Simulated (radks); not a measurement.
Values are calculated unless marked as measured or tabulated.
Problem. Species: Ge XXV. Configuration: 1s1 2s2 2p4 3s1 (not the ground configuration). Level of theory: scalar-relativistic Kohn-Sham, PBE, spin-polarised, spherical densities, finite nucleus; open shells are filled with parallel spins first; Fermi nuclear charge, rms radius 4.0742 fm (a radial shooting solver on a logarithmic mesh with Libxc functionals). Some entries of the table are withheld. Estimate them.

| orbital | occ. | eigenvalue (hartree) | <r> (bohr) | <r^2> (bohr^2) |
|---|---|---|---|---|
| 1s up | 1 | -467.8458 | 0.04637 | 0.002887 |
| 1s down | 0 | -461.1921 | 0.04662 | 0.002921 |
| 2s up | 1 | -97.02472 | 0.1969 | 0.04546 |
| 2s down | 1 | -95.84146 | 0.1981 | 0.04602 |
| 2p up | 3 | -92.47623 | (1) | (2) |
| 2p down | 1 | -91.11897 | (3) | (4) |
| 3s up | 1 | (5) | 0.4741 | 0.2553 |
| 3s down | 0 | (6) | 0.4753 | 0.2567 |

Solution. 
(1) 2p up <r> (bohr): 0.1687
(2) 2p up <r^2> (bohr^2): 0.03453
(3) 2p down <r> (bohr): 0.1703
(4) 2p down <r^2> (bohr^2): 0.03515
(5) 3s up eigenvalue (hartree): -39.02285
(6) 3s down eigenvalue (hartree): -38.37788
